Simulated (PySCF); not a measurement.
**Induced dipoles and field energies**

C3H11GeNSi.
Geometry (PBE0-D3(BJ)/def2-SVP, Å), atoms numbered from 1 in this order:
```
atom  x, y, z in Å
Si1   -1.2246    1.9488    0.4816
N2    -0.5677    0.3526    0.2313
Ge3   -1.5582   -1.1091   -0.3192
C4     0.7098    0.0613    0.8237
C5     1.7939   -0.5695   -0.0041
C6     1.9174    0.8624    0.4228
H7    -1.3154    2.3037    1.9360
H8    -0.3851    3.0009   -0.1728
H9    -2.5927    1.9756   -0.1147
H10   -2.8969   -0.5836   -0.8586
H11   -0.7843   -1.8596   -1.4194
H12   -1.7904   -2.0683    0.8688
H13    0.6817   -0.2502    1.8790
H14    2.4357   -1.3186    0.4669
H15    1.5673   -0.7581   -1.0565
H16    2.6444    1.1239    1.1958
H17    1.7744    1.6261   -0.3458
```

Level: PBE0/def2-SVPD (PySCF); nuclei fixed, core orbitals frozen in the response. Permanent dipole (0.569, -0.639, 0.094) D (1 au = 2.5417 D). Static polarisability (au):

```
x   106.97   0.32   2.52
y     0.32 104.95   4.81
z     2.52   4.81  87.00
```

Only the terms in μ and α are kept: μ(F) = μ + αF and ΔE = −μ·F − ½ F·αF.

Q: What do fields of 0.051 V/Å (0.001 au) along the six axis directions do?

A: 
```tsv
field along	induced x (D)	induced y (D)	induced z (D)	total size (D)	−μ·F (kJ/mol)	−½F·αF (kJ/mol)
+x	0.272	0.001	0.006	1.060	-0.588	-0.140
−x	-0.272	-0.001	-0.006	0.711	+0.588	-0.140
+y	0.001	0.267	0.012	0.689	+0.660	-0.138
−y	-0.001	-0.267	-0.012	1.072	-0.660	-0.138
+z	0.006	0.012	0.221	0.907	-0.097	-0.114
−z	-0.006	-0.012	-0.221	0.870	+0.097	-0.114
```

Q: For the field (0.0000, -0.0009, 0.0000) au, what is the induced dipole, and what angle does it make with the field?

A: αF = (-0.001, -0.240, -0.011) D, at 2.6° to the field. The polarisability along this direction, F·αF/F², is 104.95 au, against a mean of 99.64 au.

Q: Which field along μ doubles the dipole in that direction (linear response)?

A: The polarisability along the dipole is 104.89 au, so F = 0.3387 au / 104.89 au = 0.0032 au = 0.17 V/Å; higher-order terms are ignored.

Q: What field makes μF equal to kT at 200 K?

A: kT = 0.6334 × 10⁻³ Eh, so F = 0.00187 au = 9.62 MV/cm.

Q: Induction energy −ᾱe²/2R⁴ of a unit charge at 6 Å, the molecule taken as a point?

A: R = 11.34 bohr, so the energy is −99.6/(2 × 11.34⁴) Eh = -7.91 kJ/mol. The charge–dipole term at its most favourable orientation, −μe/R², is -6.92 kJ/mol.

The structure is a single PBE0-D3(BJ)/def2-SVP conformer in the gas phase; no vibrational or solvent corrections. The calculation is non-relativistic, for germanium too.
